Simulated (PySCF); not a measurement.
## Telling isomers of C5H5FO2 apart by NMR

[PySCF 2.14.0 with density-fitted response routines: structure optimised with GFN2-xTB; J: B3LYP/pcJ-1 (spin–dipole term left out of most H,H and C,H couplings); PBE0/pcSseg-1 with gauge-including orbitals; a single conformation; no solvent; equivalent nuclei averaged; relativity neglected]

δ = σ(ref) − σ, references computed at the same level: ¹H (31.72 ppm), ¹³C (186.93 ppm) vs TMS. Multiplet labels drop J under 1 Hz and among equivalent protons, and merge close values. Unscaled 3J(H,H) run several per cent high. Splittings of carbon signals by F and P are missing where no couplings were computed. Where no couplings were computed, multiplicities follow the n + 1 count of equivalent neighbours, and m marks all less simple cases (inequivalent or close neighbours, rings, F or P nearby). One-bond C–F couplings are unscaled and too large by tens of Hz. Acid and N–H amide carbonyl carbons lie up to 10 ppm further downfield in solution (hydrogen bonding). Shifts are as computed. Against solution values, carbons near 30 ppm lie about +3 ppm off and those near 130 ppm about +5 ppm. Of 1211 compounds with measured shifts, 218 miss one by over three times the rms of a fit or turn the order of signals round; such compounds aren't used in these exercises. OH and NH positions are gas-phase values without hydrogen bonding to other molecules.

(1) Tabulate the signals of `O=COC1=CC[C@H]1F`, `C=C(F)/C=C\C(=O)O`, `COc1coc(F)c1`, `O=CO[C@@H]1C=C[C@@H]1F` and their relative energies.

(2) What is the quickest way to tell C=C(F)/C=C\C(=O)O from O=CO[C@@H]1C=C[C@@H]1F?

(3) What is the quickest way to tell O=COC1=CC[C@H]1F from COc1coc(F)c1?

(4) What is the quickest way to tell O=COC1=CC[C@H]1F from C=C(F)/C=C\C(=O)O?

Answers

(1) 
| SMILES | carbon types | δC | δH | E rel. (kcal/mol) |
| --- | --- | --- | --- | --- |
| O=COC1=CC[C@H]1F | 1×C 3×CH 1×CH2 | 162.7, 152.7, 129.1, 93.0, 35.7 | 8.12 (s, 1H), 6.32 (dq, 1H), 5.74 (m, 1H), 2.67 (m, 1H), 2.64 (m, 1H) | 16.4 |
| C=C(F)/C=C\C(=O)O | 2×C 2×CH 1×CH2 | 172.4, 171.9, 135.8, 130.4, 106.2 | 6.38 (m, 1H), 6.32 (br s, 1H), 6.15 (m, 1H), 5.27 (m, 1H), 4.87 (m, 1H) | 0.0 |
| COc1coc(F)c1 | 2×C 2×CH 1×CH3 | 165.6, 157.2, 119.5, 79.5, 58.6 | 6.82 (dd, 1H), 5.50 (dd, 1H), 3.91 (s, 3H) | 16.3 |
| O=CO[C@@H]1C=C[C@@H]1F | 5×CH | 164.8, 152.9, 151.5, 93.8, 76.7 | 8.15 (s, 1H), 6.77 (m, 1H), 6.73 (m, 1H), 6.05 (m, 1H), 5.71 (m, 1H) | 19.5 |

Energies are electronic energies at PBE0/pcSseg-1 on these geometries, without zero-point or thermal terms, each for the one conformer computed, which needn't be the lowest.

(2) Both give the same number of carbon signals, but DEPT or the intensities differ. The first has a fully substituted alkene carbon (C) at 172.4 ppm, the second an allylic sp3 CH bonded to O at 76.7 ppm. Their most deshielded carbons lie at 172.4 and 164.8 ppm. In the proton spectra the most deshielded non-exchanging signals are 6.38 (m, 1H) and 8.15 (s, 1H).

(3) Both give the same number of carbon signals, but DEPT or the intensities differ. The first has an allylic sp3 CH2 at 35.7 ppm, the second a methyl carbon bonded to O (CH3) at 58.6 ppm. Their most deshielded carbons lie at 162.7 and 165.6 ppm. In the proton spectra the most deshielded non-exchanging signals are 8.12 (s, 1H) and 6.82 (dd, J = 1.9, 1.3 Hz, 1H).

(4) Both give the same number of carbon signals, but DEPT or the intensities differ. The first has an allylic sp3 CH2 at 35.7 ppm, the second a terminal =CH2 carbon at 106.2 ppm. Their most deshielded carbons lie at 162.7 and 172.4 ppm. In the proton spectra the most deshielded non-exchanging signals are 8.12 (s, 1H) and 6.38 (m, 1H).
